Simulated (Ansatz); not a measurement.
The same path of CH₇GeNOSi (12 atoms, charge 0, multiplicity 1) was run twice with different band settings. The coordinate that changes most is the dihedral H8–C1–Si2–Ge4.

All numbers below come from RKS B3LYP-D4/def2-SVP (Ansatz 0.2.0).

Relaxed end points:

```xyz
12
Properties=species:S:1:pos:R:3
C -1.603 0.199 1.181
Si 0.038 -0.618 0.765
N 1.378 0.372 0.275
Ge 1.052 -0.561 -1.323
O 0.596 0.475 -2.717
H -1.554 0.658 2.184
H -2.416 -0.546 1.194
H -1.855 0.987 0.455
H 0.285 -1.722 1.747
H 2.064 0.996 0.689
H 2.237 -1.354 -1.901
H -0.147 1.059 -2.516
```

```xyz
12
Properties=species:S:1:pos:R:3
C -1.819 0.017 0.835
Si -0.214 -0.865 0.411
N 1.296 -0.042 0.657
Ge 1.290 -0.171 -1.217
O 1.301 1.405 -2.077
H -1.807 1.062 0.491
H -1.973 0.017 1.929
H -2.678 -0.499 0.376
H -0.327 -2.296 0.838
H 1.918 0.208 1.421
H 2.495 -0.883 -1.855
H 0.594 1.991 -1.775
```

Common settings: spring 5.0 eV/Å²; optimiser quadratic models (default); start path IDPP; force threshold 0.03 eV/Å; end points relaxed.

| run | movable images | climbing image | iteration limit |
| --- | --- | --- | --- |
| 1 | 7 | yes | 47 |
| 2 | 4 | no | 60 |

What does each run give, and how far can it be trusted?

Run 1: converged after 4 iterations, highest image 0.054 eV above the first end. A vibrational analysis at the climbing image gives one clearly imaginary mode, 150i cm⁻¹: a first-order saddle point.
Run 2: converged after 4 iterations, highest image 0.049 eV above the first end. No image climbed, so the highest image needn't sit at the top of the path.
